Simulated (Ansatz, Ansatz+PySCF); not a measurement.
```xyz
6

C    -0.0021    0.0059   -0.7312
C    -0.0012    0.0099    0.7230
H    -0.0097   -0.9345   -1.3011
H     0.0022    0.9240   -1.2979
H    -0.9280    0.0088    1.3038
H     0.9343    0.0054    1.3108
```

Basis set: def2-SVP (spherical functions). Left uncorrelated: 2 orbitals. Correlation on ROHF uses semicanonical orbitals with singles. Charge 0, multiplicity 3.

Computed with Ansatz (development build ahead of 0.2.0); each method stands on the lowest determinant of its kind that the runs found.

The atomization energy at this shape (free ground-state atoms in the same class of orbitals less the molecule, no zero-point energy) of triplet C₂H₄:

```json
{"method": "UHF-CCSD(T)", "atomization energy": "20.62 eV"}
{"method": "ROHF-MP2", "atomization energy": "20.62 eV"}
{"method": "UHF-MP2", "atomization energy": "20.58 eV"}
{"method": "ROHF", "atomization energy": "16.98 eV"}
```

What does UHF give?

16.93 eV. Caution: another spin multiplicity may lie lower.
